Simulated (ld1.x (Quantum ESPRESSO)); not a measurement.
# Reading a pseudo-wave (ruthenium (Ru))

Columns: radius, all-electron u(r) and pseudo u(r) of the 5s shell (level -10.46 eV) of ruthenium in the configuration [Ar] 3d10 4s2 4p6 4d7 5s0 5p0; PBEsol, scalar-relativistic, PAW scheme, ld1.x (Quantum ESPRESSO) 7.5.

```tsv
r (bohr)	all-electron	pseudo
0.105	-0.1246	-0.1751
0.210	0.0993	-0.3324
0.315	0.1904	-0.4568
0.420	0.0766	-0.5379
0.525	-0.0951	-0.5708
0.630	-0.2305	-0.5570
0.735	-0.2983	-0.5028
0.840	-0.3009	-0.4178
0.945	-0.2536	-0.3131
1.050	-0.1738	-0.1992
1.155	-0.0765	-0.0841
1.260	0.0271	0.0265
1.365	0.1292	0.1301
1.470	0.2250	0.2254
1.575	0.3118	0.3118
1.680	0.3881	0.3881
1.785	0.4535	0.4535
1.890	0.5081	0.5081
1.995	0.5526	0.5526
2.100	0.5876	0.5876
2.205	0.6140	0.6140
2.310	0.6327	0.6327
2.415	0.6445	0.6445
2.520	0.6502	0.6502
2.625	0.6508	0.6508
2.730	0.6468	0.6468
```

Q: How many radial nodes do the two functions have?

A: The all-electron 5s function has n − l − 1 = 4 (the table is too coarse to show those close to the nucleus); the pseudo-wave has 1, since 1 lower shell of the same l stays in the valence.

Q: At about which radius was the pseudo-wave matched?

A: 1.60 bohr. The columns agree to 0.0005 from 1.47 bohr on; several derivatives are matched, so the curves merge somewhat inside the radius.

Q: Is the pseudo-wave norm-conserving?

A: No, it belongs to a PAW set: the norm inside the radius is not constrained, and the difference is carried by the augmentation charge.
